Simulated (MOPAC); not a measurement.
Input file for MOPAC: AM1 on GaH3O (SMILES [OH][GaH2]), a point of a bond scan (R = 1.712 Å).

```
AM1 1SCF PRECISE CHARGE=0 THREADS=1
GaH3O

Ga    -0.22521905 1    -0.28436532 1     0.02581913 1
H      0.08881909 1    -1.39846288 1     1.28689637 1
H     -1.35945454 1    -0.30870479 1    -1.05292543 1
O      0.93817677 1     1.08727522 1    -0.02402144 1
H      0.77556061 1     1.72300911 1    -0.72754919 1
```

Program output:

```
*******************************************************************************
 **                                                                           **
 **                              MOPAC v23.2.5                                **
 **                                                                           **
 *******************************************************************************
 ** MOPAC's Digital Object Identifier: https://doi.org/10.5281/zenodo.6511958 **
 **                                                                           **
 ** Please cite the open-source release paper for use of this MOPAC version:  **
 ** J. E. Moussa and J. J. P. Stewart (2026)                                  **
 ** MOPAC: An open-source semiempirical molecular orbital program             **
 ** J. Open Source Softw., 11(119), 8025, https://doi.org/10.21105/joss.08025 **
 *******************************************************************************

                              AM1 CALCULATION RESULTS

 *******************************************************************************
 *  AM1        - The AM1 Hamiltonian to be used
 *
 *
 *
 *                 CHARGE ON SYSTEM = 0
 *
 *
 *
 *  PRECISE    - TIGHTER CRITERIA TO BE USED
 *  1SCF       - DO 1 SCF AND THEN STOP
 *  THREADS=1  - MULTI-THREADING NOT USED
 *  T=         - A TIME OF 172800.0 SECONDS REQUESTED
 *  DUMP=N     - RESTART FILE WRITTEN EVERY 7200.0 SECONDS REQUESTED
 *******************************************************************************
AM1 1SCF PRECISE CHARGE=0 THREADS=1
 GaH3O

   ATOM   CHEMICAL          X               Y               Z
  NUMBER   SYMBOL      (ANGSTROMS)     (ANGSTROMS)     (ANGSTROMS)

     1      Ga         -0.22521905  *  -0.28436532  *   0.02581913  *
     2       H          0.08881909  *  -1.39846288  *   1.28689637  *
     3       H         -1.35945454  *  -0.30870479  *  -1.05292543  *
     4       O          0.93817677  *   1.08727522  *  -0.02402144  *
     5       H          0.77556061  *   1.72300911  *  -0.72754919  *



          CARTESIAN COORDINATES

    NO.       ATOM           X           Y           Z

     1        Ga         -0.2252     -0.2844      0.0258
     2         H          0.0888     -1.3985      1.2869
     3         H         -1.3595     -0.3087     -1.0529
     4         O          0.9382      1.0873     -0.0240
     5         H          0.7756      1.7230     -0.7275

  H: (AM1): M.J.S. DEWAR ET AL, J. AM. CHEM. SOC. 107 3902-3909 (1985)
  O: (AM1): M.J.S. DEWAR ET AL, J. AM. CHEM. SOC. 107 3902-3909 (1985)
 Ga: (AM1): J. J. P. STEWART, J. MOL. MOD., 10, 155-164 (2004)

           Empirical Formula: H3 O Ga  =     5 atoms



      MOLECULAR POINT GROUP   :   Cs


      RHF CALCULATION, NO. OF DOUBLY OCCUPIED LEVELS = 6


 -------------------------------------------------------------------------------
 AM1 1SCF PRECISE CHARGE=0 THREADS=1
 GaH3O



     1SCF WAS SPECIFIED, SO BFGS WAS NOT USED
     SCF FIELD WAS ACHIEVED


                              AM1 CALCULATION
                                                       MOPAC v23.2.5 Linux




          FINAL HEAT OF FORMATION =         12.68689 KCAL/MOL =      53.08193 KJ/MOL


          COSMO AREA              =         80.19 SQUARE ANGSTROMS
          COSMO VOLUME            =         61.41 CUBIC ANGSTROMS

          IONIZATION POTENTIAL    =         10.799244 EV
          HOMO LUMO ENERGIES (EV) =        -10.799 -1.665
          NO. OF FILLED LEVELS    =          6
          MOLECULAR WEIGHT        =         88.7581         POINT GROUP:  Cs

          MOLECULAR DIMENSIONS (Angstroms)

            Atom       Atom       Distance
            H     5    H     2     3.77799
            O     4    H     3     2.69094
            O     4   Ga     1     0.00000


          SCF CALCULATIONS        =          1





   ATOM   CHEMICAL          X               Y               Z
  NUMBER   SYMBOL      (ANGSTROMS)     (ANGSTROMS)     (ANGSTROMS)

     1      Ga         -0.22521905  *  -0.28436532  *   0.02581913  *
     2       H          0.08881909  *  -1.39846288  *   1.28689637  *
     3       H         -1.35945454  *  -0.30870479  *  -1.05292543  *
     4       O          0.93817677  *   1.08727522  *  -0.02402144  *
     5       H          0.77556061  *   1.72300911  *  -0.72754919  *

                             CARTESIAN COORDINATES

   1   Ga       -0.225219050    -0.284365320     0.025819130
   2    H        0.088819090    -1.398462880     1.286896370
   3    H       -1.359454540    -0.308704790    -1.052925430
   4    O        0.938176770     1.087275220    -0.024021440
   5    H        0.775560610     1.723009110    -0.727549190


           Empirical Formula: H3 O Ga  =     5 atoms



      MOLECULAR POINT GROUP   :   Cs


                  EIGENVALUES
 -35.19732 -17.27163 -13.84988 -12.33486 -12.22183 -10.79924  -1.66503  -0.16909
   0.45542   0.81619   5.77508


              NET ATOMIC CHARGES AND DIPOLE CONTRIBUTIONS

  ATOM NO.   TYPE          CHARGE      No. of ELECS.   s-Pop       p-Pop
    1         Ga           0.367975        2.6320     0.29860     2.33342
    2          H          -0.010890        1.0109     1.01089
    3          H          -0.088154        1.0882     1.08815
    4          O          -0.475593        6.4756     1.86174     4.61385
    5          H           0.206662        0.7933     0.79334
 DIPOLE           X         Y         Z       TOTAL
 POINT-CHG.    -1.200    -1.072    -0.243     1.628
 HYBRID        -0.121     0.413    -0.472     0.639
 SUM           -1.321    -0.659    -0.715     1.640


          ATOMIC ORBITAL ELECTRON POPULATIONS

     Atom    s        px        py        pz
    1 Ga   0.29860   0.71286   0.74497   0.87560
    2  H   1.01089
    3  H   1.08815
    4  O   1.86174   1.69694   1.47772   1.43919
    5  H   0.79334

 **********************
 *                    *
 * JOB ENDED NORMALLY *
 *                    *
 **********************




 == MOPAC DONE ==
```

The run finished.

Cost: around 0.020 core-seconds (rough).
